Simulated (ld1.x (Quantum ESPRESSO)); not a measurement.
# What one change does to a pseudopotential (lead, RRKJ)

ld1.x (Quantum ESPRESSO) 7.5 input, shortened:

```
&input
   title='Pb', zed=82., rel=1, dft='PZ', iswitch=3,
   config='[Xe] 4f14 5d10 6s2 6p0'
 /
 &inputp
   pseudotype=2, tm=.false., rho0=0.02, lloc=2,
   nlcc=.true.
 /
3
6S  1  0   2.00   0.00  1.80  1.80  0.0
6P  2  1   0.00   0.00  1.80  1.80  0.0
5D  3  2  10.00   0.00  1.35  1.35  0.0
 &test
   configts(1)='5d10 6s2 6p0'
 /
```

All-electron outer shells of the reference configuration (LDA (PZ), scalar-relativistic, ld1.x):

| shell | level (eV) | outermost node (bohr) | outermost maximum (bohr) |
| --- | --- | --- | --- |
| 5p | -102.86 | 0.49 | 0.88 |
| 5d | -38.07 | 0.52 | 1.07 |
| 6s | -27.88 | 1.01 | 1.93 |
| 6p | -17.49 | 1.18 | 2.38 |

Change: wave 6s (bound): rc 1.80 bohr becomes 6s (bound): rc 2.52 bohr.

Cutoffs: the cutoffs (Ry, on a coarse ladder) from which the occupation-weighted sum of valence levels, in a spherical-Bessel basis at the reference potential, stays within 10 and 1 mRy of its value at 400 Ry; they do not see the model core or the augmentation charge, which bear on the density cutoff. Errors are all-electron minus pseudo energies relative to the spin-unpolarised reference configuration.

Question: Predict the effect on cutoff, ghosts and configuration errors.

Answer: The potential gets neither clearly harder nor softer (70 Ry and 100 Ry → 70 Ry and 100 Ry); both files keep a bound ghost (p, s); of the 9 tests that both files solve, the error grows in 3 and shrinks in 0 by more than 15 % and 0.3 meV (median size 46.7 → 45.8 meV). More of the atom is replaced by a form fitted at one configuration, so other configurations suffer.

```csv
quantity,base,changed
"cutoff, loose",70 Ry,70 Ry
"cutoff, tight",100 Ry,100 Ry
loose cutoff by channel (10 mRy a level),"s 30 Ry, d 45 Ry","s 21 Ry, d 45 Ry"
bound ghosts,"s, p","s, p"
"error for 5d10 6s2 6p2, meV [ΔE -20.59 eV]",-47,-46
"error for 5d10 6s2 6p1, meV [ΔE -13.76 eV]",-3.2,-3.0
"error for 5d10 6s1 6p0, meV [ΔE 32.88 eV]",-18,-21
"error for 5d10 6s0 6p0, meV [ΔE 76.07 eV]",-60,-77
"error for 5d10 6s0 6p4, meV [ΔE -2.56 eV]",-23,-27
"error for 5d9 6s2 6p3, meV [ΔE -1.36 eV]",-142,-147
"error for 5d10 6s2 6p2.3, meV [ΔE -21.45 eV]",-65,-64
"error for 5d10 6s2 6p2 (spin-polarised), meV [ΔE -21.05 eV]",-67,-66
"error for 5d10 6s2 6p1 (spin-polarised), meV [ΔE -13.91 eV]",-6.5,-6.3
```

 A true bound ghost makes a file unfit for plane-wave use even where its test errors are small: the radial tests pick states by their node count and pass the ghost by.
